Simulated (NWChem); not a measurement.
Molecule: isocyanic acid (CHNO); SMILES N=C=O

Results from NWChem. Pople sets run with spherical d functions. Medium grid unless said otherwise, to which SCAN and Minnesota functionals are sensitive. Geometry: optimised at B3LYP/6-31G* (spherical d). Total energies of different functionals are on different scales.

```tsv
level	energy (Ha)	highest occupied level (eV)	orbital gap (eV)	dipole (D)
B3LYP/6-31G*	-168.6742	-8.21	8.31	2.23
PBE/6-31G*	-168.4952	-6.98	6.31	2.14
TPSS/6-31G*	-168.7005	-7.07	6.51	2.16
KT2/6-31G*	-171.2985	-7.09	___	2.14
SCAN/6-31G*	-168.6091	-7.42	6.99	2.26
PW6B95/6-31G*	-168.8728	-8.61	9.05	2.25
LC-BLYP (range parameter 0.33 per bohr)/6-31G*	-168.3142	-10.70	13.32	2.23
RPBE/6-31G*	-168.6851	-6.91	6.31	2.11
MN15-L/6-31G*	-168.5297	-7.61	7.57	2.27
```

### Question
What belongs in the gaps?

### Answer

- KT2/6-31G*, orbital gap (eV): 6.42
